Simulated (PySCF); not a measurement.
Species: C7H8ClO (doublet state).
SMILES with atom numbers: `[CH2:1]=[CH:2][C@@H:3]([CH3:4])[C@@H:5]1[O:6]/[C:7]1=[C:8]\[Cl:9]` (hydrogens: H10, H11 on C1; H12 on C2; H13 on C3; H14, H15, H16 on C4; H17 on C5)

Structure used (GFN2-xTB), in Å, numbered top down from 1:
```xyz
17
C7H8ClO angstrom
C     -2.0870   -1.0841    0.1390
C     -1.3006   -0.0780    0.4677
C     -0.1770    0.4338   -0.3864
C     -0.4028    1.9055   -0.7486
C      1.1299    0.2868    0.3669
O      2.3265    0.1698   -0.3924
C      1.8999   -0.9444    0.2969
C      2.0698   -2.1753    0.5798
Cl     3.0888   -3.4499    0.3387
H     -1.9613   -1.6242   -0.7848
H     -2.8887   -1.4125    0.7778
H     -1.4443    0.4511    1.4006
H     -0.1112   -0.1596   -1.3037
H     -1.3160    2.0087   -1.3296
H      0.4332    2.2792   -1.3348
H     -0.4936    2.5084    0.1526
H      1.2273    0.8966    1.2630
```

The hyperfine couplings belong to this conformer and change with its torsions.

Computed, not measured: UKS B3LYP, pcH-1 on C Cl H O, non-relativistic, mean-field spin-orbit, GIAO (PySCF 2.14.0). Isolated species at its GFN2-xTB geometry (one conformer only). A GFN2-xTB geometry isn't a minimum of the functional, and hyperfine couplings can be far from their values at a DFT geometry. No stability test was run, so a lower SCF solution isn't excluded.

**Question.** Give the principal g shifts and their parts.

**Answer.** 
```tsv
Δg (ppt)	1	2	3
relativistic mass correction	-0.21	-0.21	-0.21
gauge correction	0.01	0.03	0.03
orbital Zeeman/spin–orbit	-0.22	5.34	6.59
total	-0.42	5.16	6.41
```

So g = 2.00190, 2.00748, 2.00873 and g_iso = 2.00604; the tensor is rhombic: the two nearest values differ by 18 % of g3 − g1. Axes: g2 points within 13° of the C7–C8 bond.

**Question.** At 9.445 GHz, how far is the centre of the isotropic spectrum from where a free electron (g = 2.002319) resonates?

**Answer.** B = hν/(g μB) with μB/h = 13.99624 MHz/mT gives 337.02 mT for the free electron and 336.40 mT at g_iso, 0.62 mT lower.

**Question.** How much does each term add to the isotropic shift?

**Answer.** The orbital-Zeeman/spin–orbit term 3.90, the mass correction -0.21 and the gauge correction 0.02 ppt, for a total of 3.72 ppt. The orbital-Zeeman/spin–orbit term is the largest in size. The mass correction is the same along every axis, so the anisotropy comes from the other two: their spans along these axes are 0.02 (gauge) and 6.81 ppt (orbital Zeeman/spin–orbit).

**Question.** In a frozen sample, at which fields do the three g values resonate at 9.5, 34, 94 and 263 GHz (hyperfine left aside), and which band first spreads them over more than twice a line width of 0.5 mT?

**Answer.** 
```tsv
band	GHz	B(g3) mT	B(g2) mT	B(g1) mT	spread mT
X	9.5	337.90	338.11	339.05	1.15
Q	34.0	1209.33	1210.09	1213.46	4.13
W	94.0	3343.45	3345.53	3354.86	11.41
J	263.0	9354.55	9360.36	9386.47	31.92
```

The spread grows in proportion to the frequency. X band is the first where it exceeds 1.0 mT.

The Mulliken spin populations are largest on C8 (+0.85), Cl9 (+0.13), C7 (-0.11) and O6 (+0.08). No atom but C8 exceeds +0.15.

The HOMO–LUMO gaps are 6.33 eV among the α and 3.71 eV among the β orbitals.
